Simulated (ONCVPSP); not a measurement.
# technetium: one change to an ONCV potential, before and after

ONCVPSP 4.0.1 input, shortened (lines: element, Z, core and valence counts, functional; n l f; lmax; l rc ep ncon nbas qcut; lloc lpopt rc5 dvloc0; l nproj debl; icmod fcfact rcfact), PBE, scalar-relativistic:

```
  Tc 43.00    6    4        4      upf
    1    0    2.00
    2    0    2.00
    2    1    6.00
    3    0    2.00
    3    1    6.00
    3    2   10.00
    4    0    2.00
    4    1    6.00
    4    2    5.00
    5    0    2.00
    2
    0    1.95    0.00    4    8    6.00
    1    1.35    0.00    4    7    5.60
    2    2.45    0.00    4    9    7.00
    4    5    1.05    0.00
    0    2    3.00
    1    3    2.00
    2    2    1.80
    3    3.00    1.05
```

Change: p: rc 1.48.

Cutoffs: the cutoffs (Ha) at which the residual kinetic energy of the hardest occupied pseudo-wave falls to 1 and 0.1 mHa per electron; they do not see the model core or the augmentation charge, which bear on the density cutoff. Errors are all-electron minus pseudo energies relative to the spin-unpolarised reference configuration.

Task: What does the change do?

Result: The potential gets softer (61 Ha and 80 Ha → 16 Ha and 62 Ha); the errors of the 4 common tests hardly move; neither file shows a bound ghost. A larger radius leaves more room for a smooth pseudo-wave, so fewer plane waves are needed.

```csv
quantity,base,changed
"cutoff, loose",61 Ha,16 Ha
"cutoff, tight",80 Ha,62 Ha
loose cutoff by channel,"s 11 Ha, p 61 Ha, d 16 Ha","s 11 Ha, p 15 Ha, d 16 Ha"
bound ghosts,none,none
GHOST(+) flags under 300 eV,s at 88.7 eV,s at 88.7 eV
"error for 4s2 4p6 4d5 5s1, meV [ΔE 8.15 eV]",-2.2,-2.2
"error for 4s2 4p6 4d5 5s0, meV [ΔE 23.01 eV]",-11,-11
"error for 4s2 4p6 4d4 5s0, meV [ΔE 51.71 eV]",-2.9,-2.6
"error for 4s2 4p6 4d4 5s2 5p1, meV [ΔE 6.61 eV]",+19,+19
s: phases at 1.97 bohr within 0.05 rad from the reference energy up to (Ha; the scan ends near 5),2.6,2.6
d: phases at 2.49 bohr within 0.05 rad from the reference energy up to (Ha; the scan ends near 5),4.7,4.7
"rms error of d²Exc/dni dnj with the model core, mHa",1.28,1.24
```
